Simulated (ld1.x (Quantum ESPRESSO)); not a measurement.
## copper: PAW pseudisation with PBE, scalar-relativistic reference atom.

The input file (ld1.x (Quantum ESPRESSO) 7.5):

```
&input
   title='Cu', zed=29., rel=1, dft='PBE', iswitch=3,
   config='[Ar] 3d9 4s0 4p0',
   nld=3, rlderiv=2.20, eminld=-4.0, emaxld=5.0, deld=0.02
 /
 &inputp
   pseudotype=3, lpaw=.true., tm=.true., lloc=-1, rcloc=2.00,
   nlcc=.true., rcore=0.80,
   which_augfun='PSQ', rmatch_augfun=1.00,
   file_pseudopw='Cu.UPF', file_wfcaegen='ae.wfc', file_wfcncgen='nc.wfc', file_beta='beta', file_chi='chi', file_wfcusgen='us.wfc'
 /
6
4S  1  0   0.00   0.00  1.20  1.60  0.0
4S  1  0   0.00   0.05  1.20  1.60  0.0
4P  2  1   0.00   0.00  1.90  2.00  0.0
4P  2  1   0.00   1.60  1.90  2.00  0.0
3D  3  2   9.00   0.00  1.15  1.55  0.0
3D  3  2   0.00   1.25  1.15  1.55  0.0
 &test
   configts(1)='3d9 4s0 4p0'
 /
```

Command:

```bash
ld1.x < Cu.in > Cu.out
```

Resulting log (shortened: banner, matrices, multipoles, cross overlaps and the repeated all-electron block are left out):

```
Program LD1 v.7.5
     --------------------------- All-electron run ----------------------------

     Cu
     scalar relativistic calculation

     atomic number is 29.00
     dft =PBE   lsd =0 sic =0 latt =0  beta=0.20 tr2=1.0E-14
     Exchange-correlation= PBE
                           (   1   4   3   4   0   0   0)
     mesh =1199 r(mesh) = 100.25372 a.u. xmin = -7.00 dx = 0.01250
     1 Ry =  13.60569312 eV, c = 137.03599908

     n l     nl                  e(Ry)          e(Ha)          e(eV)
     1 0     1S 1( 2.00)      -652.4351      -326.2176     -8876.8323
     2 0     2S 1( 2.00)       -79.9819       -39.9910     -1088.2094
     2 1     2P 1( 6.00)       -69.2869       -34.6434      -942.6960
     3 0     3S 1( 2.00)       -10.3108        -5.1554      -140.2860
     3 1     3P 1( 6.00)        -7.1749        -3.5874       -97.6191
     3 2     3D 1( 9.00)        -2.1776        -1.0888       -29.6281
     4 0     4S 1( 0.00)        -1.6424        -0.8212       -22.3464
     4 1     4P 1( 0.00)        -1.1282        -0.5641       -15.3494

     final scf error:  9.6E-15 reached in  32 iterations

     Etot =   -3307.534761 Ry,   -1653.767381 Ha,  -45001.302955 eV

     Ekin =    3356.847454 Ry,    1678.423727 Ha,   45672.236322 eV
     Encl =   -7914.362441 Ry,   -3957.181221 Ha, -107680.386643 eV
     Eh   =    1383.727841 Ry,     691.863921 Ha,   18826.576377 eV
     Exc  =    -133.747615 Ry,     -66.873808 Ha,   -1819.729011 eV

     normalization and overlap integrals

     s(1S/1S) =  1.000000  <r> =   0.0521  <r2> =    0.0037  r(max) =   0.0341
     s(2S/2S) =  1.000000  <r> =   0.2352  <r2> =    0.0653  r(max) =   0.1960
     s(2P/2P) =  1.000000  <r> =   0.2064  <r2> =    0.0523  r(max) =   0.1585
     s(3S/3S) =  1.000000  <r> =   0.7099  <r2> =    0.5824  r(max) =   0.6112
     s(3P/3P) =  1.000000  <r> =   0.7450  <r2> =    0.6554  r(max) =   0.6189
     s(3D/3D) =  1.000000  <r> =   0.9223  <r2> =    1.1163  r(max) =   0.5961
     s(4S/4S) =  1.000000  <r> =   2.2809  <r2> =    5.9155  r(max) =   1.9546
     s(4P/4P) =  1.000000  <r> =   2.7593  <r2> =    8.6928  r(max) =   2.3577

     ------------------------ End of All-electron run ------------------------

     --------------------- Generating PAW atomic setup --------------------

      Generating local potential from pseudized AE potential:
      Matching radius rcloc =   2.0000

      Local pseudo, rcloc= 1.979 Estimated cut-off energy=     5.84 Ry

      Computing core charge for nlcc:

       r > 0.80 : true rho core
       r < 0.80 : rho core = a sin(br)/r    a=  19.16  b=   3.04

      Integrated core pseudo-charge :   8.06
      Wfc-us  4S rcutus= 1.580  Estimated cut-off energy=    47.85 Ry
      Wfc-us  4S rcutus= 1.580  Estimated cut-off energy=    18.19 Ry
      Wfc-us  4P rcutus= 1.979  Estimated cut-off energy=    18.40 Ry
      Wfc-us  4P rcutus= 1.979  Estimated cut-off energy=    23.41 Ry
      Wfc-us  3D rcutus= 1.541  Estimated cut-off energy=    49.48 Ry
      Wfc-us  3D rcutus= 1.541  Estimated cut-off energy=    41.81 Ry

     Required augmentation: PSQ   radius:    1.000000

     Q pseudized with Bessel functions
     Expected ecutrho=     442.9831 due to l1=  1   l2=  2

     Estimated PAW energy = -210.550192 Ryd

     ------------------- End of pseudopotential generation -------------------

     Computing logarithmic derivative in   2.20114

       Warning: n=1, l=0 expected 0 nodes, found 1
       Setting wfc to zero for this iteration
       (This warning will only be printed once per wavefunction)

       Zero norm: self consistency problem; state:  2 (l=  0, j=0.0)
     Computing logarithmic derivative in   2.20114
     Computing the partial wave expansion
     R is outside the sphere for l=    0 j= 0.00
     R is outside the sphere for l=    0 j= 0.00
     R is outside the sphere for l=    1 j= 0.00
     R is outside the sphere for l=    1 j= 0.00
     R is outside the sphere for l=    2 j= 0.00
     R is outside the sphere for l=    2 j= 0.00

     ---------------------- Testing the pseudopotential ----------------------

     Cu
     scalar relativistic calculation

     atomic number is 29.00   valence charge is 11.00
     dft = SLA  PW   PBX  PBC   lsd =0 sic =0 latt =0  beta=0.20 tr2=1.0E-14
     mesh =1199 r(mesh) = 100.25372 xmin = -7.00 dx = 0.01250

     n l     nl             e AE (Ry)        e PS (Ry)    De AE-PS (Ry)
     3 2     3D   1( 9.00)       -2.17762       -2.17763        0.00000
     1 0     4S   1( 0.00)       -1.64243       -1.64243        0.00000
     2 1     4P   1( 0.00)       -1.12816       -1.12816        0.00000

     eps = 1.6E-17  iter =  4

     Etot =   -3307.534761 Ry,   -1653.767381 Ha,  -45001.302955 eV
     Etotps =  -210.550197 Ry,    -105.275099 Ha,   -2864.681370 eV

     Ekin =     183.651383 Ry,      91.825692 Ha,    2498.704365 eV
     Encl =    -342.561541 Ry,    -171.280770 Ha,   -4660.787202 eV
     Ehrt =      82.107570 Ry,      41.053785 Ha,    1117.130398 eV
     Ecxc =    -133.747609 Ry,     -66.873805 Ha,   -1819.728930 eV
     (Ecc =     -15.324012 Ry,      -7.662006 Ha,    -208.493811 eV)

     ---------------------- End of pseudopotential test ----------------------
```

The ghost test of this file was not conclusive. Its overlap operator is not positive definite in a basis up to 400 Ry (lowest eigenvalue s -0.0044), so the file is unfit for use: the generalised eigenproblem breaks down once the basis is large enough, and its test numbers describe a broken file.

Generation and configuration tests took about 1.3 s on one core of a shared server CPU.

Transferability test of the new file with ld1.x, input:

```
&input
   title='Cu', zed=29., rel=1, dft='PBE', iswitch=2,
   config='[Ar] 3d9 4s0 4p0'
 /
 &test
   file_pseudo='Cu.UPF', nconf=8,
   configts(1)='3d9 4s0 4p0',
   configts(2)='3d10 4s1 4p0',
   configts(3)='3d10 4s0 4p0',
   configts(4)='3d8 4s0 4p0',
   configts(5)='3d9 4s1 4p1',
   configts(6)='3d9 4s1 4p0',
   configts(7)='3d9 4s2 4p0',
   configts(8)='3d10 4s0 4p1'
 /
```

```bash
ld1.x < Cu.test.in > Cu.test.out
```

Pseudopotential blocks of its output, shortened (energy terms left out; the distinct warnings before each block abridged to one line each):

```
     Warning: n=1, l=0 expected 0 nodes, found 1
     ---------------------- Testing the pseudopotential ----------------------

     n l     nl             e AE (Ry)        e PS (Ry)    De AE-PS (Ry)
     3 2     3D   1( 9.00)       -2.17762       -2.17763        0.00000
     1 0     4S   1( 0.00)       -1.64243       -1.64243        0.00000
     2 1     4P   1( 0.00)       -1.12816       -1.12816        0.00000

     eps = 1.6E-17  iter =  4

     Etot =   -3307.534761 Ry,   -1653.767381 Ha,  -45001.302955 eV
     Etotps =  -210.550197 Ry,    -105.275099 Ha,   -2864.681370 eV

     ---------------------- End of pseudopotential test ----------------------

          BEWARE! Errors in PS-KS equations
     Warning: n=3, l=2 expected 0 nodes, found 1
     ---------------------- Testing the pseudopotential ----------------------

     n l     nl             e AE (Ry)        e PS (Ry)    De AE-PS (Ry)
     3 2     3D   1(10.00)       -0.37027       -0.99693        0.62666  !
     1 0     4S   1( 1.00)       -0.33878       -0.33878        0.00000
     2 1     4P   1( 0.00)       -0.05121       -0.06657        0.01536  !

     eps = 4.6E-15  iter = 25

     Etot =   -3309.701531 Ry,   -1654.850765 Ha,  -45030.783357 eV
     Etotps =  -212.451680 Ry,    -106.225840 Ha,   -2890.552359 eV
     dEtot_ae =      -2.166770 Ry
     dEtot_ps =      -1.901483 Ry,   Delta E=      -0.265287 Ry

     ---------------------- End of pseudopotential test ----------------------

          ---------------------- Testing the pseudopotential ----------------------

     n l     nl             e AE (Ry)        e PS (Ry)    De AE-PS (Ry)
     3 2     3D   1(10.00)       -1.00387       -0.99693       -0.00694  !
     1 0     4S   1( 0.00)       -0.87409       -0.87409        0.00000
     2 1     4P   1( 0.00)       -0.48142       -0.48325        0.00183

     eps = 1.7E-15  iter =  9

     Etot =   -3309.102669 Ry,   -1654.551334 Ha,  -45022.635421 eV
     Etotps =  -212.112901 Ry,    -106.056450 Ha,   -2885.943036 eV
     dEtot_ae =      -1.567907 Ry
     dEtot_ps =      -1.562704 Ry,   Delta E=      -0.005204 Ry

     ---------------------- End of pseudopotential test ----------------------

          ---------------------- Testing the pseudopotential ----------------------

     n l     nl             e AE (Ry)        e PS (Ry)    De AE-PS (Ry)
     3 2     3D   1( 8.00)       -3.59499       -3.63230        0.03731  !
     1 0     4S   1( 0.00)       -2.53770       -2.53770        0.00000
     2 1     4P   1( 0.00)       -1.91536       -1.91859        0.00323

     eps = 1.3E-17  iter =  7

     Etot =   -3304.666857 Ry,   -1652.333428 Ha,  -44962.283127 eV
     Etotps =  -207.666613 Ry,    -103.833307 Ha,   -2825.448214 eV
     dEtot_ae =       2.867905 Ry
     dEtot_ps =       2.883584 Ry,   Delta E=      -0.015679 Ry

     ---------------------- End of pseudopotential test ----------------------
```

The test run then stopped with an error in new_paw_hamiltonian: “negative rho”.
